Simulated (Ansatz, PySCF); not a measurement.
H5PSi. Atoms are numbered in the order given.

```xyz
7

Si    -1.0967    -0.0069     0.0000
P      1.1674     0.1185     0.0000
H     -1.5925     0.6959     1.2062
H     -1.5925     0.6959    -1.2062
H     -1.6210    -1.3928     0.0000
H      1.3238    -0.8394     1.0358
H      1.3238    -0.8394    -1.0358
```

The structure is a stationary point at B3LYP-D3(BJ)/def2-TZVP.

Vertical ionisation energy (IE) and electron affinity (EA) in eV. Rows of orbital energies are one-electron estimates. Where ΔSCF, EOM or ADC give a negative EA the extra electron is unbound and the value depends on the basis.

```json
[
 {"level": "−ε(HOMO), −ε(LUMO), M06-2X/def2-TZVPD (PySCF)", "IE": "8.59", "EA": "-0.36"},
 {"level": "−ε(HOMO), −ε(LUMO), PBE/def2-TZVPD (PySCF)", "IE": "6.52", "EA": "0.75"},
 {"level": "ADC(2)/aug-cc-pVDZ (PySCF)", "IE": "9.53", "EA": "-0.63"},
 {"level": "ΔSCF, PBE0/def2-TZVPD (Ansatz), final states of multiplicity 2 and 2", "IE": "9.78", "EA": "-1.14"},
 {"level": "ΔSCF, PBE/def2-TZVPD (Ansatz), final states of multiplicity 2 and 2", "IE": "9.72", "EA": "-1.00"}
]
```

What vertical singlet–triplet gap does ΔSCF give with PBE0/def2-TZVPD (Ansatz, a program for electronic structure) and with PBE/def2-TZVPD (Ansatz)? (The exact figures need the calculation; the answer reports its results.)

5.43 and 5.32 eV (triplet above singlet where positive).

Beyond the first one, list the lowest photoelectron lines from PySCF with ADC(2)/aug-cc-pVDZ with their pole strengths (two spins summed). (Estimate from the structure and the level; the computed values follow.)

11.28 eV (1.82), 12.25 eV (1.83), 12.74 eV (1.82), 13.60 eV (1.81), 17.66 eV (1.76).
